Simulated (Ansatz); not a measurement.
Stepwise reaction of `[NH2][Ga]([Cl])[Cl]` with hydrogen fluoride, as a gas-phase model of exchange steps in deposition or etching. ΔE in kJ/mol; ΔG adds harmonic PBE0-D4 terms to CCSD(T)/CBS, at 1 bar.

Calculated with Ansatz (gas phase, PBE0-D4/def2-TZVP geometries, no zero-point term in ΔE). CBS: MP2 limit from def2 TZ/QZ plus the TZ coupled-cluster correction, frozen cores. This one scheme is used for every species. Functionals use def2-TZVPP. B3LYP here is the variant with VWN-RPA as its local correlation; programs differ in this. For Ga outer-core shells are correlated without core-valence functions, which leaves a few kJ/mol of doubt a bond. Scalar relativity is left out up to krypton. Each species was taken in one conformer, which may not be the lowest.

| step | reaction | PBE-D4 | B3LYP-D4 | ωB97M-V | CCSD(T)/CBS | ΔG(400 K) |
| --- | --- | --- | --- | --- | --- | --- |
| 1 | `[NH2][Ga]([Cl])[Cl]` + H–F → `[NH2][Ga]([F])[Cl]` + HCl | 33.5 | 32.0 | 32.9 | 38.4 | 33.0 |

Q: Give the row of step 2, `[NH2][Ga]([F])[Cl]` + H–F → `[NH2][Ga]([F])[F]` + HCl. (An estimate is asked.)

A: The calculation gave: 
```csv
step,reaction,PBE-D4,B3LYP-D4,ωB97M-V,CCSD(T)/CBS,ΔG(400 K)
2,`[NH2][Ga]([F])[Cl]` + H–F → `[NH2][Ga]([F])[F]` + HCl,34.8,33.1,34.2,39.0,33.7
```

Q: By hand: ΔE of the 2 steps together at CCSD(T)/CBS.

A: (38.4) + (39.0) = 77.4 kJ/mol, or 38.7 kJ/mol a step.

In ΔE the steps differ by no more than 0.6 kJ/mol. All are uphill at CCSD(T)/CBS. ΔG lies between 33.0 and 33.7 kJ/mol a step. PBE-D4 differs from CCSD(T)/CBS by -4.9 to -4.2 kJ/mol a step. Isolated molecules leave out the surface, adducts and barriers. Largest T1 diagnostic: 0.014.
